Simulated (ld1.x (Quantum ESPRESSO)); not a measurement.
# Plane-wave convergence, TM potential for zinc

- Element: Zn
- Generator: ld1.x (Quantum ESPRESSO) 7.5
- Type: norm-conserving Troullier–Martins (Kleinman–Bylander form)
- Functional: PW91
- Relativity: non-relativistic
- Frozen core: [Ar]
- Valence charge: 12
- Reference configuration: 3d10 4s1 4p1
- Partial waves: 4p (bound): rc 1.85 bohr; 3d (bound): rc 0.75 bohr; 4s (bound): rc 2.20 bohr
- Local potential: the s channel
- Core correction: none

The pseudo-atom Hamiltonian at the reference potential is diagonalised in spherical Bessel functions j_l(qr) that vanish at 20 bohr, with q² up to the cutoff. All-electron valence levels (Ry): 4p -0.1572, 3d -0.9386, 4s -0.5321.

Q: How do the lowest levels (Ry) of each channel move with the cutoff, and are there ghosts?

A:

```json
{"cutoff (Ry)": "8", "p #1": "-0.1557", "d #1": "0.0345", "d #2": "0.1295", "s #1": "-0.5246", "f #1": "0.0960", "f #2": "0.2146", "Σ f·Δε (mRy)": "9736.9"}
{"cutoff (Ry)": "18", "p #1": "-0.1564", "d #1": "0.0345", "d #2": "0.1295", "s #1": "-0.5302", "f #1": "0.0960", "f #2": "0.2146", "Σ f·Δε (mRy)": "9730.6"}
{"cutoff (Ry)": "35", "p #1": "-0.1571", "d #1": "0.0345", "d #2": "0.1294", "s #1": "-0.5320", "f #1": "0.0960", "f #2": "0.2146", "Σ f·Δε (mRy)": "9727.7"}
{"cutoff (Ry)": "55", "p #1": "-0.1571", "d #1": "0.0344", "d #2": "0.1288", "s #1": "-0.5321", "f #1": "0.0960", "f #2": "0.2146", "Σ f·Δε (mRy)": "9726.1"}
{"cutoff (Ry)": "90", "p #1": "-0.1571", "d #1": "0.0338", "d #2": "0.1264", "s #1": "-0.5321", "f #1": "0.0960", "f #2": "0.2146", "Σ f·Δε (mRy)": "9720.2"}
{"cutoff (Ry)": "140", "p #1": "-0.1572", "d #1": "-0.1479", "d #2": "0.0395", "s #1": "-0.5321", "f #1": "0.0960", "f #2": "0.2146", "Σ f·Δε (mRy)": "7903.9"}
{"cutoff (Ry)": "230", "p #1": "-0.1572", "d #1": "-0.8697", "d #2": "0.0360", "s #1": "-0.5321", "f #1": "0.0960", "f #2": "0.2146", "Σ f·Δε (mRy)": "685.7"}
{"cutoff (Ry)": "400", "p #1": "-0.1572", "d #1": "-0.9383", "d #2": "0.0360", "s #1": "-0.5321", "f #1": "0.0960", "f #2": "0.2146", "Σ f·Δε (mRy)": "0.0"}
```

Result: no extra level below or beside the all-electron valence levels (p, d, s, f tested); 10 mRy is reached at over 300 Ry and 1 mRy at over 300 Ry.

Its largest configuration-test error is -2222 meV.
